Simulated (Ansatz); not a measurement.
```yaml
crystal:
  periodic: [false, false, false]
  atoms:
    - {symbol: Ge, position_ang: [-1.756375, 0.347068, 0.215226]}
    - {symbol: C, position_ang: [-0.081194, -0.137090, 1.050807]}
    - {symbol: C, position_ang: [1.024378, -0.275223, 0.341902]}
    - {symbol: C, position_ang: [1.617379, -0.213583, -0.981331]}
    - {symbol: S, position_ang: [2.711084, -0.654282, 0.422703]}
    - {symbol: H, position_ang: [-2.303521, 1.652166, 0.820646]}
    - {symbol: H, position_ang: [-1.516908, 0.540380, -1.290885]}
    - {symbol: H, position_ang: [-2.807583, -0.756870, 0.429487]}
    - {symbol: H, position_ang: [-0.041697, -0.301125, 2.123037]}
    - {symbol: H, position_ang: [1.416536, -1.017123, -1.683627]}
    - {symbol: H, position_ang: [1.803301, 0.758783, -1.427566]}
basis:
  gaussian: {orbitals: 6-31G}
magnetization: {spin_polarized: true, initial_magnetization: 6}
hamiltonian: {xc: {name: SPW92}}
```

```sh
$ ansatz run in.yaml --threads 4 --pin off --events-out ev --progress --plain --max-ram 10444MiB
```

It prints (some lines left out):

```
Functional definition: SPW92
963 factors; integrals over basis functions are off by at most 4.3e-4 eV
mean field evaluation 1: about -70364.4690 eV, gradient 4.9e1 eV
mean field evaluation 2: about -70262.3249 eV, gradient 1.2e2 eV
mean field evaluation 4: about -70343.3518 eV, gradient 5.4e1 eV
mean field evaluation 8: about -70378.1008 eV, gradient 4.0e-1 eV
mean field evaluation 16: about -70378.1112 eV, gradient 9.7e-5 eV
mean field -70378.11124783 eV, -2586.3478843605 hartree, gradient 8.3e-6 eV, S^2 12.003443; 6 other end points of the search recorded, 0 dependent functions left out
reference -70378.11128922 eV, -2586.3478858818 hartree; 39, 33 occupied and 42, 48 virtual orbitals, 963 factors
Total energy: -70378.11128922 eV, -2586.3478858818 hartree
```

Task: Something in this input is off. What?

Result: The spin is set far too high for this molecule. Self-consistency was reached. The result belongs to that input, not to the molecule as meant.
